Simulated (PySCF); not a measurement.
# Spin states of BeGa⁺

Unrestricted PBE0; Be cc-pVDZ, Ga cc-pVDZ-PP with ECP10; scalar-relativistic core potentials (PySCF 2.14). Outer shells of the fragments: Be 2s2; Ga+ 3d10 4s2.

Followed along the bond (rough minima from three points):

```json
{"2Ms+1": "1", "unpaired": "none", "⟨S²⟩ at the start": "0.00", "R at minimum (Å)": "2.83", "Te (eV)": "0.00"}
{"2Ms+1": "3", "unpaired": "σ ↑↑", "⟨S²⟩ at the start": "2.00", "R at minimum (Å)": "2.73", "Te (eV)": "1.68"}
{"2Ms+1": "3", "unpaired": "σ ↑, π ↑", "⟨S²⟩ at the start": "2.01", "R at minimum (Å)": "2.29", "Te (eV)": "1.85"}
```

Solutions found at the starting distance of 2.265 Å, counted from the lowest of them; the search is not exhaustive and high or unbound solutions are not listed, so other states can lie among these:

```
2Ms+1  unpaired   term  E (eV)  ⟨S²⟩  ⟨Lz²⟩  μ (D)
    1      none    ¹Σ⁺    0.00  0.00   0.00  -4.10
    3  σ ↑, π ↑     ³Π    1.38  2.01   1.00  -3.92
    3      σ ↑↑    ³Σ⁺    1.48  2.00   0.00  -1.66
    1  σ ↑, π ↓  mixed    1.91  1.01   1.00  -4.17
    3      π ↑↑    ³Σ⁻    3.96  2.02   0.00  -3.85
    1      π ↑↓  mixed    4.20  1.00   2.01  -3.98
    1      none  mixed    4.80  0.00   2.00  -4.05
    3      π ↑↑  mixed    6.18  2.01   2.01  -4.73
```

A term symbol is given only where ⟨S²⟩ and ⟨Lz²⟩ are close to those of a pure state; real π, δ and φ orbitals otherwise mix terms. A positive dipole points towards Ga; it is taken about the centre of mass and depends on that origin.

**Question.** Compare the gap between the two lowest followed solutions at the starting distance with the gap between their minima.

**Answer.** At PBE0 the second solution (triplet, unpaired electrons σ ↑↑) lies +1.48 eV from the first (singlet, closed shell) at 2.265 Å and +1.68 eV at the minima; the two curves relax by different amounts, since their minima lie near 2.73 and 2.83 Å.

Counting both spins, an empty level lies below a filled one in some of these solutions, because spin and occupation are held.
